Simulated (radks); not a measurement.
Question: Coherent X-ray form factor from a spherical all-electron density. All-electron calculation, scalar-relativistic Kohn-Sham, exchange-only r2SCAN, spin-polarised, spherical densities, finite nucleus; meta-GGA in the generalised Kohn-Sham scheme; Fermi nuclear charge, rms radius of each element as measured or else 0.836 A^(1/3) + 0.57 fm. Program: a radial shooting solver on a logarithmic mesh with Libxc functionals.

sin(theta)/lambda (1/angstrom)  f0 (electrons)
0.05                                     2.885
0.1                                      2.605
0.15                                     2.288
0.2                                      2.024
0.25                                     1.838
0.3                                      1.709
0.4                                      1.526
0.5                                      1.358
0.6                                      1.187
0.8                                      0.867
1                                        0.615
1.25                                     0.399
1.5                                      0.261
2                                        0.120

The species is in the configuration that NIST lists as its ground one. Which atom or ion scatters so?

Answer: The beryllium ion Be+, [He] 2s1. Extrapolating in s^2 from the first two rows gives f0(0) = 3.0, near the electron count 3; among species with that count, the fall with angle is slower the higher Z, and the table is that of Z = 4; from so few rows the species is fixed only to a neighbour or two.
